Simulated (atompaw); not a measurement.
# Reading a pseudo-wave (cadmium)

Columns: radius, all-electron u(r) and pseudo u(r) of the 5s shell (level -5.66 eV) of cadmium in the configuration [Kr] 4d10 5s2 5p0; PBE, scalar-relativistic, PAW (atompaw) scheme, atompaw 4.2.0.5.

| r (bohr) | all-electron | pseudo |
| --- | --- | --- |
| 0.115 | -0.0935 | 0.0368 |
| 0.231 | 0.1681 | 0.0741 |
| 0.346 | 0.1168 | 0.1118 |
| 0.462 | -0.0888 | 0.1506 |
| 0.577 | -0.2427 | 0.1899 |
| 0.692 | -0.2913 | 0.2303 |
| 0.808 | -0.2494 | 0.2718 |
| 0.923 | -0.1523 | 0.3135 |
| 1.038 | -0.0303 | 0.3554 |
| 1.154 | 0.0971 | 0.3975 |
| 1.269 | 0.2155 | 0.4382 |
| 1.385 | 0.3207 | 0.4776 |
| 1.500 | 0.4089 | 0.5143 |
| 1.615 | 0.4808 | 0.5478 |
| 1.731 | 0.5379 | 0.5777 |
| 1.846 | 0.5808 | 0.6027 |
| 1.962 | 0.6120 | 0.6229 |
| 2.077 | 0.6326 | 0.6373 |
| 2.192 | 0.6445 | 0.6462 |
| 2.308 | 0.6491 | 0.6496 |
| 2.423 | 0.6477 | 0.6477 |
| 2.538 | 0.6412 | 0.6412 |
| 2.654 | 0.6306 | 0.6306 |
| 2.769 | 0.6168 | 0.6168 |
| 2.885 | 0.6003 | 0.6003 |
| 3.000 | 0.5820 | 0.5820 |

How many radial nodes do the two functions have?

The all-electron 5s function has n − l − 1 = 4 (the table is too coarse to show those close to the nucleus); the pseudo-wave has 0, since the states of the same l below it are removed with the core.

At about which radius was the pseudo-wave matched?

2.65 bohr. The columns agree to 0.0005 from 2.31 bohr on; several derivatives are matched, so the curves merge somewhat inside the radius.

Is the pseudo-wave norm-conserving?

No, it belongs to a PAW set: the norm inside the radius is not constrained, and the difference is carried by the augmentation charge.
